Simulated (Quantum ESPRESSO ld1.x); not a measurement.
These are the eigenvalues of the occupied orbitals of an atom or ion with whole-number occupations (Ry). All-electron calculation, scalar-relativistic Kohn-Sham, exchange-only PBE, spin-unpolarised, spherical densities, point nucleus. Program: ld1.x of Quantum ESPRESSO 7.5.

orbital  eigenvalue
1s         -2427.40
2s         -377.595
2p         -339.212
3s         -78.4952
3p         -66.0617
3d         -47.4602
4s         -15.8923
4p         -11.9415
4d         -6.13892
5s         -2.86572
5p         -1.89242
6p         -0.43622

Which element is it, and in what charge state? The configuration may be excited.

Answer. Z = 53, iodine, charge +1: I+ in [Kr] 4d8 5s2 5p4 6p2. The list shows which subshells hold electrons but not how many an open one holds; the 1s level, -1213.7 hartree, gives Z - s = 49.3 by -(Z - s)^2/2, which with screening and relativity narrows Z to a few neighbours, and the depths of the outer levels then fix element, charge and occupations together.
